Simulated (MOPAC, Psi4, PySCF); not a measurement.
Intermolecular potential of C4H12Ge ··· CH4O (SMILES C[C](C)(C)[GeH3] and CO). Monomers: optimised at B3LYP-D3(BJ) (def2-SVP and def2-TZVP), held rigid. Orientation: lowest of the rigid-body minima from ten starts at GFN2-xTB. The monomers approach along the line of their centres of mass (distance R); nothing else relaxes.

- RKS-B3LYP/6-31G* = restricted B3LYP/6-31G*, spherical d, no counterpoise correction in PySCF 2.14.0
- RKS-B3LYP/3-21G = PySCF 2.14.0 with restricted B3LYP/3-21G, no counterpoise correction
- PM3, restricted, heats of formation (MOPAC)
- SAPT0/jun-cc-pVDZ, frozen core (Psi4)

Interaction energies in kcal/mol; the last columns give the difference from SAPT0:

| R / Å | RKS-B3LYP/6-31G* | RKS-B3LYP/3-21G | PM3 | SAPT0/jun-cc-pVDZ | RKS-B3LYP/6-31G* − SAPT0/jun-cc-pVDZ | RKS-B3LYP/3-21G − SAPT0/jun-cc-pVDZ | PM3 − SAPT0/jun-cc-pVDZ |
|---|---|---|---|---|---|---|---|
| 3.92 | 8.32 | 0.42 | 7.32 | 8.16 | 0.16 | -7.75 | -0.85 |
| 4.11 | 3.20 | -4.03 | 2.88 | 3.22 | -0.01 | -7.24 | -0.33 |
| 4.34 | 0.16 | -6.51 | 2.95 | 0.32 | -0.16 | -6.83 | 2.63 |
| 4.54 | -1.03 | -7.14 | 3.20 | -0.71 | -0.31 | -6.43 | 3.91 |
| 4.76 | -1.55 | -6.89 | 2.60 | -1.05 | -0.50 | -5.84 | 3.65 |
| 5.02 | -1.66 | -5.88 | 1.74 | -0.99 | -0.67 | -4.89 | 2.73 |
| 5.36 | -1.48 | -4.02 | 0.98 | -0.70 | -0.78 | -3.31 | 1.68 |
| 5.81 | -1.03 | -1.77 | 0.46 | -0.36 | -0.66 | -1.41 | 0.82 |
| 6.53 | -0.29 | -0.20 | 0.16 | -0.09 | -0.20 | -0.11 | 0.25 |
| 7.51 | 0.06 | 0.05 | 0.06 | 0.02 | 0.04 | 0.03 | 0.04 |
| 8.86 | 0.06 | 0.04 | 0.03 | 0.04 | 0.02 | 0.00 | -0.01 |

RKS-B3LYP/6-31G* is furthest from SAPT0/jun-cc-pVDZ at 5.36 (-0.78 kcal/mol, below); its mean absolute difference over the points is 0.32 kcal/mol.

RKS-B3LYP/3-21G is furthest from SAPT0/jun-cc-pVDZ at 3.92 (-7.75 kcal/mol, below); its mean absolute difference over the points is 3.99 kcal/mol.

PM3 is furthest from SAPT0/jun-cc-pVDZ at 4.54 (3.91 kcal/mol, above); its mean absolute difference over the points is 1.54 kcal/mol.
